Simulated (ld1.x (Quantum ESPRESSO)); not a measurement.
## Logarithmic derivatives: Ir, TM

```json
{
  "Element": "iridium (Ir)",
  "Generator": "ld1.x (Quantum ESPRESSO) 7.5",
  "Type": "norm-conserving Troullier–Martins (Kleinman–Bylander form)",
  "Functional": "PBE",
  "Relativity": "scalar-relativistic",
  "Frozen core": "[Kr] 4d10 4f14 5s2",
  "Valence charge": "15",
  "Reference configuration": "5p6 5d7 6s2 6p0",
  "Partial waves": "6s (bound): rc 2.35 bohr; 5p (bound): rc 2.00 bohr; 5d (bound): rc 1.75 bohr",
  "Local potential": "the d channel",
  "Core correction": "Bessel-smoothed model core inside 1.80 bohr"
}
```

The phase is arctan(r·u′/u) with u = r·R(r), unwrapped; energies in Ry, scanned from -6 to 5 Ry. A pole is an energy at which the radial function vanishes at the test radius. The pseudo phase is shifted by a multiple of π to meet the all-electron one at the reference energy, and phase errors are pseudo minus all-electron; the curves can meet again beyond the range given. Levels narrower than the energy grid can be missing from the lists of poles.

```csv
channel,radius (bohr),reference energy (Ry),"poles, all-electron","poles, pseudo",unbroken range about the reference energy with phases within 0.05 rad,phase error 1 Ry above the reference energy (rad)
s,2.55,-0.47,1.94,"-4.57, 1.79",-4.5 to 3.1,-0.005
p,2.55,-4.02,"-3.96, 3.75","-3.96, 3.85",below 0.2,+0.001
d,2.55,-0.53,-0.06,-0.06,below 2.7,-0.001
```

Note: ghost state, extra bound levels that the all-electron valence spectrum of the same l lacks: s at -62.2 eV. A true bound ghost makes a file unfit for plane-wave use.

Phases in the s channel:

```json
{"E (Ry)": "-6.00", "all-electron": "1.396", "pseudo": "4.532"}
{"E (Ry)": "-5.48", "all-electron": "1.385", "pseudo": "4.521"}
{"E (Ry)": "-4.96", "all-electron": "1.372", "pseudo": "4.504"}
{"E (Ry)": "-4.44", "all-electron": "1.356", "pseudo": "1.375"}
{"E (Ry)": "-3.92", "all-electron": "1.337", "pseudo": "1.339"}
{"E (Ry)": "-3.40", "all-electron": "1.311", "pseudo": "1.311"}
{"E (Ry)": "-2.88", "all-electron": "1.276", "pseudo": "1.275"}
{"E (Ry)": "-2.36", "all-electron": "1.222", "pseudo": "1.221"}
{"E (Ry)": "-1.84", "all-electron": "1.133", "pseudo": "1.132"}
{"E (Ry)": "-1.32", "all-electron": "0.953", "pseudo": "0.950"}
{"E (Ry)": "-0.80", "all-electron": "0.459", "pseudo": "0.458"}
{"E (Ry)": "-0.28", "all-electron": "-0.621", "pseudo": "-0.622"}
{"E (Ry)": "0.24", "all-electron": "-1.189", "pseudo": "-1.192"}
{"E (Ry)": "0.76", "all-electron": "-1.392", "pseudo": "-1.399"}
{"E (Ry)": "1.28", "all-electron": "-1.493", "pseudo": "-1.503"}
{"E (Ry)": "1.80", "all-electron": "-1.557", "pseudo": "-1.571"}
{"E (Ry)": "2.32", "all-electron": "-1.604", "pseudo": "-1.627"}
{"E (Ry)": "2.84", "all-electron": "-1.645", "pseudo": "-1.682"}
{"E (Ry)": "3.36", "all-electron": "-1.684", "pseudo": "-1.751"}
{"E (Ry)": "3.88", "all-electron": "-1.729", "pseudo": "-1.869"}
{"E (Ry)": "4.40", "all-electron": "-1.786", "pseudo": "-2.193"}
{"E (Ry)": "4.92", "all-electron": "-1.869", "pseudo": "-3.595"}
```
